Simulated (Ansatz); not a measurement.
The pair A = SiH4 (SMILES [SiH4]) (first 5 atoms), B = CHN (SMILES C#N); geometry from B3LYP-D3(BJ)/def2-TZVP.
(charge 0, multiplicity 1):
```xyz
8

Si     0.1473     0.1396     0.0251
H     -0.5206     1.4201     0.3430
H     -0.5988    -0.9645     0.6792
H      1.5325     0.1501     0.5431
H      0.1504    -0.0862    -1.4361
C     -0.4532    -0.4465     3.8986
N     -0.1517     0.1529     4.8280
H     -0.7301    -0.9979     3.0276
```

Correlated levels freeze the cores.

Programs: Ansatz (a program for electronic structure). 

Total energies (hartree), monomers frozen at their geometry in the pair:

```
structure              PBE/def2-TZVPPD  B3LYP/def2-TZVPPD  CCSD(T)/aug-cc-pV(D+d)Z
---------------------  ---------------  -----------------  -----------------------
AB                        -385.0698504       -385.3820281             -384.6108563
A in the pair's basis     -291.7216975       -291.9172669             -291.4070401
B in the pair's basis      -93.3475874        -93.4649821              -93.2030942
A                         -291.7216769       -291.9172440             -291.4065817
B                          -93.3475506        -93.4649530              -93.2026797
```

Task: Work out the interaction energy without and with the counterpoise correction, and the superposition error, for each level.

Result: 
E(AB) − E(A) − E(B), times 627.509 kcal/mol, with the monomers in their own basis and then in the pair's basis:
- PBE/def2-TZVPPD: -0.39 uncorrected, -0.35 corrected; the monomers gain 0.04 kcal/mol from borrowed functions
- B3LYP/def2-TZVPPD: 0.11 uncorrected, 0.14 corrected; the monomers gain 0.03 kcal/mol from borrowed functions
- CCSD(T)/aug-cc-pV(D+d)Z: -1.00 uncorrected, -0.45 corrected; the monomers gain 0.55 kcal/mol from borrowed functions
